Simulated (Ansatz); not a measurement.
A nudged elastic band was laid between two geometries of C3H5FSTe (11 atoms, charge 0, multiplicity 1).

Theory: RKS PBE0-D4/def2-SVP (Ansatz 0.2.0).

```yaml
movable_images: 5
climbing_image: yes
spring: 5.0 eV/Å²
optimiser: quadratic models (default)
start_path: through a guess of the saddle point
force_threshold: 0.5 eV/Å
iteration_limit: 38
end_points: relaxed
```

Initial state:

```xyz
11
Properties=species:S:1:pos:R:3
F 0.307 -1.654 1.622
C -0.039 -1.226 0.380
C 0.128 0.263 0.228
S -0.803 1.277 1.382
C 0.386 0.797 -1.117
Te 2.212 0.947 0.081
H 0.580 -1.746 -0.372
H -1.102 -1.484 0.204
H -2.030 0.910 0.926
H -0.047 1.769 -1.365
H 0.475 0.089 -1.949
```

Final state:

```xyz
11
Properties=species:S:1:pos:R:3
F -0.120 -1.487 1.630
C -0.136 -1.185 0.297
C -0.025 0.302 0.086
S -1.314 1.257 0.857
C 0.444 0.780 -1.218
Te 2.081 1.055 0.202
H 0.699 -1.701 -0.203
H -1.097 -1.534 -0.125
H -1.159 0.699 2.077
H 0.034 1.722 -1.593
H 0.657 0.033 -1.990
```

Q: Which bonds break or form, and what moves?

A: No bond is made or broken. The dihedral C2–C3–S4–H9 goes from -65 to 52°.

Q: Give the energies along the band, and the barrier.

A: The run converged. The highest image is number 3 of 0 to 6, 0.072 eV above the first end and 0.177 eV above the last; the last end lies 0.105 eV below the first. The threshold of 0.5 eV/Å is loose, so the images may lie well off the minimum-energy path. The order of the stationary point at the top wasn't checked.

| image | path coordinate (Å) | energy (eV) | dihedral C2–C3–S4–H9 (°) |
| --- | --- | --- | --- |
| 0 | 0.00 | 0.000 | -65 |
| 1 | 0.36 | 0.015 | -49 |
| 2 | 0.73 | 0.050 | -32 |
| 3 | 1.09 | 0.072 | -9 |
| 4 | 1.45 | 0.009 | 14 |
| 5 | 1.82 | -0.073 | 34 |
| 6 | 2.18 | -0.105 | 52 |

Q: What is the geometry of the highest image?

A: 
```xyz
11
Properties=species:S:1:pos:R:3
F 0.003 -1.519 1.645
C -0.113 -1.147 0.334
C 0.095 0.332 0.155
S -0.957 1.387 1.148
C 0.466 0.796 -1.193
Te 2.231 0.971 0.088
H 0.621 -1.698 -0.269
H -1.139 -1.412 0.010
H -1.771 0.427 1.605
H 0.080 1.763 -1.517
H 0.549 0.043 -1.985
```

The run took 110 s on 2 threads of Arm Neoverse V2, with other jobs on the host, peak memory 0.35 GiB.
